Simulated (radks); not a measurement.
Results of a calculation; reference values are marked as such.
C2+, configuration 2s2 3d2 (not the ground configuration). Level of theory: non-relativistic Kohn-Sham, r2SCAN, spin-polarised, spherical densities, point nucleus; open shells are filled with parallel spins first; meta-GGA in the generalised Kohn-Sham scheme (a radial shooting solver on a logarithmic mesh with Libxc functionals).

Normalised radial functions P(r) = r R(r), r in bohr:

r	2s up	2s down	3d up
0.009362	0.0855	0.0864	0.0000
0.01171	0.1055	0.1065	0.0000
0.01454	0.1286	0.1299	0.0000
0.01819	0.1574	0.1589	0.0000
0.02275	0.1914	0.1933	0.0000
0.02846	0.2310	0.2333	0.0000
0.03533	0.2745	0.2772	0.0001
0.0442	0.3244	0.3276	0.0002
0.05529	0.3774	0.3812	0.0003
0.06917	0.4301	0.4344	0.0006
0.08585	0.4755	0.4801	0.0011
0.1074	0.5086	0.5136	0.0021
0.1344	0.5163	0.5212	0.0038
0.1681	0.4841	0.4885	0.0070
0.2086	0.4009	0.4042	0.0123
0.261	0.2484	0.2498	0.0218
0.3266	0.0248	0.0236	0.0384
0.4086	-0.2578	-0.2622	0.0652
0.5071	-0.5542	-0.5612	0.1053
0.6344	-0.8291	-0.8370	0.1656
0.7936	-1.0012	-1.0072	0.2467
0.9929	-1.0146	-1.0175	0.3452
1.232	-0.8734	-0.8720	0.4491
1.542	-0.6233	-0.6180	0.5479
1.929	-0.3609	-0.3528	0.6135
2.413	-0.1647	-0.1563	0.6186
2.995	-0.0589	-0.0534	0.5505
3.747	-0.0143	-0.0122	0.4148
4.687	-0.0022	-0.0018	0.2539
5.864	-0.0002	-0.0002	0.1198
7.278	0.0000	0.0000	0.0429
9.106	0.0000	0.0000	0.0102

2s up: eigenvalue -70.184 eV, 1 radial node at r = 0.334 bohr, <r> = 1.07 bohr, 90 % of the charge inside 1.64 bohr. 2s down: eigenvalue -68.892 eV, 1 radial node at r = 0.333 bohr, <r> = 1.06 bohr, 90 % of the charge inside 1.62 bohr. 3d up: eigenvalue -13.863 eV, 0 radial nodes, <r> = 2.66 bohr, 90 % of the charge inside 4.13 bohr.
